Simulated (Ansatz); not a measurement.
Species: sum formula H2SiO3F (charge 0, doublet). It need not be the lowest isomer of its formula. 
Coordinates optimised at B3LYP-D3(BJ)/def2-TZVP (Ansatz, a quantum-chemistry and plane-wave program):
```
Si
F 1 1.5937
O 1 1.6158 2 109.02
H 3 0.9604 1 119.64 2 -28.47
O 1 1.6255 2 110.44 3 -123.02
H 5 0.9615 1 119.38 2 -48.38
O 1 1.6492 2 110.61 3 121.73
```
Charge 0, spin multiplicity 2.

Total electronic energies in hartree. Valence correlation only, unless marked. Open shells are spin-unrestricted. No spin-orbit coupling. No relativistic terms. Basis-set limits of correlation are two-point, X^-3; Hartree-Fock from the larger set (for Q and 5 zeta extrapolated as (X+1)exp(-9√X)).

| level | program | energy (Eh) |
|---|---|---|
| r2SCAN-D4/def2-TZVPD | Ansatz + dftd4 | -616.34771 |
| B3LYP-D3(BJ)/def2-TZVPD | Ansatz + dftd3 | ? |
| BHLYP/def2-TZVPD | Ansatz | -616.38256 |
| r2SCANh-D4/def2-TZVPD | Ansatz + dftd4 | -616.32686 |
| LC-wPBE-D3(BJ)/def2-TZVPD | Ansatz + dftd3 | ? |
| SCS-MP2/cc-pV(5+d)Z | Ansatz | -615.64064 |
| CCSD/6-31G* | Ansatz | -615.03193 |
| CCSD(T)/cc-pV(T+d)Z | Ansatz | -615.53663 |
| CCSD(T)/CBS(cc-pV(Q+d)Z,cc-pV(5+d)Z) | Ansatz | -615.7314 |

Some entries are withheld; supply them.


- B3LYP-D3(BJ)/def2-TZVPD, energy (Eh): -616.54188
- LC-wPBE-D3(BJ)/def2-TZVPD, energy (Eh): -616.23949
